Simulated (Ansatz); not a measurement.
Predict a relaxed structure of InF₃, charge 0, singlet, at r2SCAN-D4/def2-TZVP (Ansatz).


Cartesian coordinates in Å:
```
In 0.001 0.001 0.000
F 1.423 0.934 -0.899
F -0.595 0.584 1.734
F -0.829 -1.520 -0.835
```
Point group D3h (tolerance 0.1 Å). This is one stationary point.

In the def2 sets In takes a core potential; there is no spin–orbit coupling. The structure comes from a short search, and lower isomers may exist.
